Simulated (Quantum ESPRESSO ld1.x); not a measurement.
All-electron atom: Sc2+ in [Ar] 3d1 (the NIST ground configuration). Calculated with ld1.x of Quantum ESPRESSO 7.5: non-relativistic Kohn-Sham, LDA (Slater exchange, Perdew-Wang correlation), spin-polarised, spherical densities, point nucleus; open shells are filled with parallel spins first.

Normalised radial functions P(r) = r R(r), r in bohr:

```
   r/bohr * 3p up, o 3d down (the largest magnitude, 0.927, reaches the edge; | marks zero, & curves that meet)
 0.002738                             &
 0.004085                             &
 0.006143                             &
 0.009237                             &
  0.01378                             &
  0.02072                             o*
  0.03116                             o *
  0.04649                             o   *
  0.06991                             o      *
   0.1043                             |o         *
   0.1568                             | o           *
   0.2359                             |    o       *
   0.3519                             |   *    o
   0.5291                *            |               o
   0.7957  *                          |                    o
    1.187  *                          |                     o
    1.785              *              |                 o
    2.663                        *    |          o
    4.005                            *|   o
    6.022                             *o
    8.984                             &
```

3p up: eigenvalue -49.294 eV, 1 radial node at r = 0.394 bohr, <r> = 1.17 bohr, 90 % of the charge inside 1.80 bohr. 3d down (empty): eigenvalue -17.794 eV, 0 radial nodes, <r> = 1.56 bohr, 90 % of the charge inside 2.65 bohr.
